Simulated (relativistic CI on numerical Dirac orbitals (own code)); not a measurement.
## One change at a time: Tl LXXIII

Base calculation: Dirac-Coulomb-Breit CI, orbitals from a KLI potential per configuration, model QED, unscaled Slater integrals.

Configurations in the expansion (outside the closed core 1s2): 2s²2p⁵, 2s2p⁶, 2s²2p⁴3s, 2p⁶3s, 2p⁶3p, 2s²2p⁴3p, 2p⁶3d, 2s²2p⁴3d, 2s2p⁵3s, 2s2p⁵3p, 2s2p⁵3d, 2s²2p⁴4s, 2s²2p⁴4p, 2s²2p⁴4d, 2s²2p⁴4f, 2s²2p³3s². Levels of other configurations are missing.

The lowest level and the first level of each name with at least 55 % of one term (blank where a level has no safe partner in the second run):

```csv
Level,Base (eV),Shift (eV)
2s²2p⁵ ²P°3/2,0.0,0.0
2s²2p⁵ ²P°1/2,2119.0,0.0
2s2p⁶ ²S1/2,2673.0,+0.1
2s²2p⁴3s ⁴P5/2,10159.8,+1.4
2s²2p⁴3s ²P3/2,10172.4,+1.4
2s²2p⁴3s ²S1/2,10234.7,+1.4
2s²2p⁴3p ²P°1/2,10388.8,+1.4
2s²2p⁴3p ⁴D°7/2,10916.5,+1.4
2s²2p⁴3d ²D3/2,11154.2,+1.2
2s²2p⁴3d ⁴F9/2,11217.9,+1.2
2s²2p⁴3d ²P1/2,11234.0,+1.2
2s²2p⁴3s ⁴P3/2,12290.7,+1.4
2s²2p⁴3s ²P1/2,12301.8,+1.4
2s²2p⁴3s ²D5/2,12310.9,+1.4
```

At this charge energies of transitions that change n are usually good to better than 1 %, and those within a shell (Δn = 0) to a few per cent.

(1) One thing was changed in a second run, which moved the levels as shown. Which?
A. QED terms removed
B. Breit term removed
C. configuration mixing switched off
D. non-relativistic limit
E. P86 correlation estimate

Results:

(1) E. P86 correlation estimate. A correlation estimate moves all levels of a configuration together before mixing; mixed levels move by a weighted share.

LS names give the leading component of a level, which can be under half, so a name can repeat, a term be missing and a line seem to break the LS rules.
